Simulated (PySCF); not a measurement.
# Xe⁺: ionisation energy

Xe⁺ [Kr] 4d10 5s2 5p5 (2P) → Xe²⁺ [Kr] 4d10 5s2 5p4 (3P), as a difference of total energies. Calculation: PySCF 2.14, in x2c-TZVPPall with one added diffuse shell each of s, p, d, f type (9s7p5d3f, 76 functions); scalar relativity by spin-free X2C-1e. Correlated levels: valence and next inner shell: [Ar] 3d10 frozen. The calculations carry no spin-orbit coupling.

```json
{"method": "UHF", "ionisation energy (eV)": "20.076"}
{"method": "MP2 (valence and next inner shell)", "ionisation energy (eV)": "20.899"}
{"method": "SCS-MP2 (valence and next inner shell)", "ionisation energy (eV)": "20.845"}
{"method": "CCSD (valence and next inner shell)", "ionisation energy (eV)": "20.845"}
{"method": "CCSD(T) (valence and next inner shell)", "ionisation energy (eV)": "20.883"}
```

How much does correlation contribute at CCSD(T) (valence and next inner shell)?

20.883 − (20.076) = 0.807 eV, measured against UHF.

The reference lies between the lowest fine-structure levels, while these numbers refer to the centres of the terms.

Errors of the correlated levels include the incompleteness of this basis and the frozen core.

For comparison: 20.975 eV (semi-empirical (NIST evaluation); NIST Atomic Spectra Database, ionization energies).
